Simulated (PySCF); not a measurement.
Species: C₈H₇ClSi.
Z-matrix (Å and degrees, PBE0-D3(BJ)/def2-SVP geometry), rows numbered from 1:
```
Cl
C   1  1.7362
C   2  1.3966  1  118.68
C   3  1.3912  2  119.89  1  -180.00
C   4  1.3989  3  120.35  2     0.02
C   5  1.3895  4  119.84  3    -0.02
C   2  1.3980  1  120.63  3  -179.97
C   7  1.4736  2  125.92  1     0.02
C   8  1.3501  7  117.55  2   179.95
Si  9  1.8704  8  108.35  7     0.17
H   3  1.0913  2  119.13  1    -0.01
H   4  1.0923  3  119.39  2   179.99
H   5  1.0930  4  119.54  3  -180.00
H   8  1.0942  7  118.71  2    -0.03
H   9  1.0919  8  121.58  7   179.99
H  10  1.4950  6  113.43  5    62.21
H  10  1.4949  6  113.62  5   -61.81
```

All values: B3LYP/def2-SVPD (PySCF, non-relativistic), on one gas-phase PBE0-D3(BJ)/def2-SVP geometry that isn't relaxed in the solvent. The solvent is an IEF-PCM continuum (van der Waals radii × 1.2), and excitations are vertical TDDFT with non-equilibrium linear response and a frozen core. The model holds no explicit solvent molecules, cavitation or dispersion.

Gas-phase singlets (H = HOMO, L = LUMO):

| state | E (eV) | λ (nm) | f | leading configuration |
| --- | --- | --- | --- | --- |
| S1 | 4.149 | 299 | 0.086 | H→L 82% |
| S2 | 4.529 | 274 | 0.024 | H-1→L 77% |
| S3 | 5.272 | 235 | 0.262 | H→L+1 73% |
| S4 | 5.651 | 219 | 0.001 | H-4→L 75% |
| S5 | 5.768 | 215 | 0.003 | H-2→L 52% |

Task: What are the lowest 5 singlets in acetonitrile (ε = 35.69)?

Result: 
| state | E (eV) | λ (nm) | f | leading configuration | change by rank (eV) |
| --- | --- | --- | --- | --- | --- |
| S1 | 4.147 | 299 | 0.127 | H→L 86% | -0.002 |
| S2 | 4.525 | 274 | 0.027 | H-1→L 76% | -0.004 |
| S3 | 5.234 | 237 | 0.373 | H→L+1 73% | -0.038 |
| S4 | 5.610 | 221 | 0.001 | H-4→L 53% | -0.041 |
| S5 | 5.815 | 213 | 0.006 | H-2→L 44% | +0.047 |

Task: How do the frontier levels move from gas to acetonitrile?

Result: 
```csv
orbital,gas (eV),solvent (eV),change (eV)
LUMO+2,0.04,0.16,+0.12
LUMO+1,-0.99,-0.93,+0.06
LUMO,-1.88,-1.82,+0.06
HOMO,-6.61,-6.56,+0.05
HOMO-1,-7.15,-7.12,+0.03
HOMO-2,-8.58,-8.58,0.00
HOMO-3,-8.66,-8.60,+0.06
```

The HOMO–LUMO gap goes from 4.72 to 4.74 eV. Rows go by rank; for HOMO-3, HOMO-2 and LUMO+2 the atom shares or the degeneracy differ between the runs, so the row needn't follow one orbital.
